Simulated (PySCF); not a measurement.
The dipole of `CC#CP(CC)c1ccco1` from its density and from atomic charges.

Coordinates (GFN2-xTB, Å) and charges (e) from the PBE0/pcSseg-1 density (PySCF):

```csv
atom,x,y,z,Mulliken,IAO,Hirshfeld,ESP-fitted
C1,3.096,0.084,2.182,-0.1740,-0.4381,-0.0934,-0.5543
C2,2.157,-0.054,1.092,-0.3415,-0.0158,-0.0275,+0.1643
C3,1.326,-0.160,0.226,-0.2545,-0.3251,-0.1288,-0.2299
P4,0.313,-0.358,-1.206,+0.6598,+0.5861,+0.1802,-0.2012
C5,-0.359,1.389,-1.308,-0.4457,-0.4201,-0.1087,+0.2234
C6,0.707,2.359,-1.795,-0.2660,-0.4178,-0.1220,-0.2556
C7,-1.117,-1.093,-0.365,-0.0606,-0.0502,-0.0014,+0.3392
C8,-1.279,-1.751,0.824,-0.1320,-0.2191,-0.0928,-0.2694
C9,-2.623,-2.190,0.849,-0.1560,-0.2227,-0.0912,-0.2609
C10,-3.173,-1.783,-0.327,+0.1494,-0.0010,+0.0026,-0.1608
O11,-2.270,-1.127,-1.071,-0.3842,-0.2338,-0.0616,-0.1411
H12,3.303,1.138,2.366,+0.1526,+0.1753,+0.0639,+0.1915
H13,2.687,-0.359,3.090,+0.1521,+0.1750,+0.0639,+0.1822
H14,4.029,-0.422,1.932,+0.1523,+0.1732,+0.0618,+0.1941
H15,-1.200,1.364,-2.006,+0.1509,+0.1501,+0.0385,+0.0096
H16,-0.733,1.688,-0.325,+0.1560,+0.1464,+0.0349,-0.0366
H17,1.545,2.378,-1.100,+0.1283,+0.1439,+0.0334,+0.0840
H18,1.082,2.060,-2.772,+0.1198,+0.1412,+0.0370,+0.0808
H19,0.299,3.365,-1.875,+0.1243,+0.1453,+0.0434,+0.0542
H20,-0.532,-1.888,1.579,+0.0803,+0.1700,+0.0496,+0.1843
H21,-3.108,-2.733,1.634,+0.0902,+0.1660,+0.0563,+0.2000
H22,-4.160,-1.888,-0.732,+0.0985,+0.1711,+0.0618,+0.2023
```

**Question.** What dipole does each set of charges give (1 e·Å = 4.803 D), and what does the density give?

**Answer.** The full density gives (0.36, 0.81, 1.96) D, 2.15 D in size; dipole vectors point from the negative to the positive end.

```csv
scheme,μx,μy,μz,size (D),share of the full size (%),angle to the full dipole (°)
Mulliken,2.27,1.33,-0.64,2.71,126,84
IAO,1.11,-0.15,-0.10,1.13,52,88
Hirshfeld,0.90,0.06,0.37,0.97,45,59
ESP-fitted,0.39,0.83,1.92,2.12,99,1
```

**Question.** Which set comes closest?

**Answer.** Length of the difference vector: ESP-fitted 0.06 D, Hirshfeld 1.84 D, IAO 2.40 D, Mulliken 3.27 D. Closest: ESP-fitted. 

**Question.** What is left for the Hirshfeld atoms' own dipoles?

**Answer.** The shares of the density sum to the whole, so what Σ q r misses lies in dipoles about the nuclei. The atomic dipoles sum to (0.36, 0.81, 1.96) − (0.90, 0.06, 0.37) = (-0.54, 0.75, 1.59) D, 1.84 D in size.

**Question.** With the origin at the mean of the coordinates, (0.000, 0.001, 0.041) Å, which are the largest single terms, by size, of the Hirshfeld dipole along the direction of the full one?

**Answer.** C1 -1.12, P4 -1.05, H12 +0.95, H13 +0.95, H14 +0.66 D; all 22 atoms together +0.51 D. The single terms depend on the origin, their sum doesn't.

**Question.** Give the size of the full dipole in other units.

**Answer.** 2.15 D = 0.848 au = 0.449 e·Å = 7.19 × 10⁻³⁰ C·m.

The structure is a single GFN2-xTB conformer in the gas phase; no vibrational or solvent corrections. GFN2-xTB frequencies show an imaginary mode (21i cm⁻¹), so this geometry is no minimum at that level.

The values belong to the conformer `[CH3:1][C:2]#[C:3][P:4]([CH2:5][CH3:6])[c:7]1[cH:8][cH:9][cH:10][o:11]1`: C3–P4–C5–C6 73°, C3–P4–C7–C8 -22°.
